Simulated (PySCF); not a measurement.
Computed shifts of a molecule C5H10Si, PBE/pcSseg-1 (PySCF), GIAO, gas phase, atoms alike by connectivity averaged where their shifts nearly agree, in ppm (number of nuclei): ¹³C: 156.9 (1), 117.4 (1), 49.2 (1), 22.4 (2). ²⁹Si: -37.9 (1). ¹H: 6.18 (1), 5.40 (1), 5.24 (1), 5.14 (1), 5.01 (1), 3.13 (1), 1.54 (2), 1.45 (2). References: ¹³C against TMS (σ = 182.0 ppm); ²⁹Si against TMS (σ = 335.4 ppm); ¹H against TMS (σ = 31.49 ppm), references at their B3LYP-D3(BJ)/def2-TZVP geometries, non-relativistic. Coordinates come from a PBE0-D3(BJ)/def2-SVP optimisation. One conformer was computed; it need not be the lowest.

Problem. Pick the molecule that these values belong to.
(A) CC#C[SiH2]CC
(B) C=CC1([SiH3])CC1
(C) C=CC1C[SiH2]C1
(D) C#CC[SiH2]CC

Solution. C, C=CC1C[SiH2]C1
